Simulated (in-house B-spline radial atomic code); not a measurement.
Computed with a B-spline radial atomic code. Model: two electrons, singlet ground state, non-relativistic, full CI in B-splines with partial waves to l = 8 (at full coupling up to 3e-4 hartree above the limit, correlation up to 0.6 % small), density held at that of full coupling by Lieb maximisation.

W(λ) is the mean repulsion in the state of coupling λ less the Hartree energy of the fixed density. Its start is exact exchange, its initial slope is twice the second-order Görling-Levy correlation energy, and its area from 0 to 1 is E_xc. A straight curve means weak, dynamic correlation, and a curve that drops fast and flattens means strong correlation.

Command:
```bash
python run_ac.py task.json out
```
Settings (lengths in bohr, energies in hartree):
```
potential              gauss
strength               21.9
lmax                   8
second                 1.22
```

Run time, properties included: 9 s on 1 thread of Intel(R) Xeon(R) Processor @ 2.30GHz, with other jobs on the host.

**W = mean repulsion less Hartree energy, and W of three functionals.**

Given: confinement Gaussian well; well depth 21.9 hartree; well width 1.22 bohr; external potential -V exp(-r^2/w^2).

Computed: LDA exchange minus exact 240.82 millihartree; SCAN exchange minus exact 7.2955 millihartree.

```csv
coupling,W xc (hartree),W xc minus exchange (millihartree),kinetic minus Kohn-Sham (millihartree),LDA (PW92) W minus its exchange (millihartree),PBE W minus its exchange (millihartree),SCAN W minus its exchange (millihartree)
0,-1.6494,0,0,0,0,0
0.02,-1.6513,-1.949,0,-13.17,-3.13,-1.9
0.05,-1.6542,-4.852,0.1,-27.41,-7.72,-4.7
0.12,?,?,?,?,?,?
0.25,-1.6729,-23.589,2.9,-91.03,-35.77,-22.46
0.4,?,?,?,?,?,?
0.6,-1.7033,-53.967,15.7,-164.23,-77.64,-50.82
0.8,-1.7194,-70.061,27,-196.94,-98.69,-65.79
1,-1.7347,-85.314,40.7,-225.67,-118.15,-79.97
1.4,-1.7629,-113.52,74.4,-274.76,-153.18,-106.31
2,-1.8001,-150.79,137.5,-334.36,-198.3,-141.52
3,-1.8515,-202.15,264.9,-410.83,-259.54,-191.19
4.5,-1.9103,-260.96,483.2,-494.59,-330.01,-250.29
7,-1.9781,-328.72,866.8,-590.4,-413.89,-321.93
10,-2.0316,-382.2,1315.9,-667.99,-483.75,-381.06
```

(1) What belongs in the row 0.12?

(2) What belongs in the row 0.4?

(3) What is the PBE exchange minus exact?

**Energy parts, natural occupations and partial-wave weights.**

Computed: exchange energy -1.6494 hartree; correlation energy -0.044609 hartree; kinetic part of the DFT correlation energy 0.040705 hartree; kinetic part over minus potential part 0.47712; Hartree energy 3.2987 hartree; Kohn-Sham kinetic 6.343 hartree; Lieb Oxford ratio E_xc over LDA exchange 1.2026.

```tsv
natural	occupation of the shell (electrons)
s	1.9933
p	0.005866
s	?
d	0.00025335
p	6.0294e-05
f	3.3111e-05
```

(4) What belongs in the row s?

| wave | weight |
| --- | --- |
| s | 0.99688 |
| p | 0.0029652 |
| d | 0.00013334 |
| f | ? |
| g | 4.2175e-06 |

(5) What belongs in the row f?

(6) What is the total energy?

(7) What is the initial slope twice GL2?

Results:

(1) W xc (hartree): -1.6609; W xc minus exchange (millihartree): -11.531; kinetic minus Kohn-Sham (millihartree): 0.7; LDA (PW92) W minus its exchange (millihartree): -53.51; PBE W minus its exchange (millihartree): -18; SCAN W minus its exchange (millihartree): -11.08.

(2) W xc (hartree): -1.6863; W xc minus exchange (millihartree): -36.969; kinetic minus Kohn-Sham (millihartree): 7.3; LDA (PW92) W minus its exchange (millihartree): -125.78; PBE W minus its exchange (millihartree): -54.63; SCAN W minus its exchange (millihartree): -34.99.

(3) 69.293 millihartree.

(4) occupation of the shell (electrons): 0.0004082.

(5) weight: 1.8434e-05.

(6) -27.1855 hartree.

(7) -0.097739 hartree.

Half-way to full coupling W has made 53 % of its drop, against 50 % for a straight line, and second-order (GL2) theory, half the initial slope, overshoots the correlation energy by about 10 %: a moderate bend, as in light atoms. Over couplings 0 to 1 the errors in E_xc come to about +149 millihartree for LDA, +50 millihartree for PBE, +10 millihartree for SCAN, so SCAN is nearest. In LDA and PBE the errors of exchange and correlation have opposite signs, so the sum is smaller than the larger of the two.
